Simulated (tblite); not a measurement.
C5H7PSi.
Atom-mapped SMILES: `[SiH3:1][c:2]1[cH:3][cH:4][cH:5][cH:6][p:7]1` (hydrogens: H8, H9, H10 on Si1; H11 on C3; H12 on C4; H13 on C5; H14 on C6)

The geometry is computed with GFN2-xTB (gas phase).

Problem. What internal coordinates does the optimisation give?

Solution. 
```
                   bond  length (pm)     order
                 Si1–C2        189.4    single
                  C2–C3        138.4  aromatic
                  C3–C4        138.6  aromatic
                  C4–C5        138.6  aromatic
                  C5–C6        137.9  aromatic
                  C6–P7        173.3  aromatic
                  C2–P7        174.8  aromatic
Si1–H8, Si1–H9, Si1–H10        146.5    single
                 C3–H11        108.5    single
                 C4–H12        108.1    single
                 C5–H13        108.3    single
                 C6–H14        108.4    single
```

Bonds in one row agree within 1 pm and their mean is given. Orders are formal, as drawn. A selection of angles:
```
    angle  degrees
C2–Si1–H8    109.1
H8–Si1–H9    110.3
Si1–C2–C3    120.9
Si1–C2–P7    116.3
 C3–C2–P7    122.7
 C2–C3–C4    125.0
C2–C3–H11    117.6
C4–C3–H11    117.4
 C3–C4–C5    122.8
C3–C4–H12    118.5
C5–C4–H12    118.7
 C4–C5–C6    123.0
C4–C5–H13    118.5
C6–C5–H13    118.6
 C5–C6–P7    125.2
C5–C6–H14    118.5
P7–C6–H14    116.2
 C2–P7–C6    101.3
```

Si1 (SiH3 silicon) is tetrahedral (angles from 108.5° to 110.3°). The 7 heavy atoms lie in one plane (0.002 Å rms). P7 (phosphorus bonded to 2 C) is bent (angle 101.3°). The 6-membered ring C2–C3–C4–C5–C6–P7 has internal angles of 101.3° to 125.2° (sum 720°, against 720° for a flat polygon); it is planar, 0.00 Å rms from its mean plane, widest ring torsion 0°.

Point group: Cs (tolerance 0.08 Å). GFN2-xTB frequencies show an imaginary mode (28i cm⁻¹), so the point is no minimum at that level.
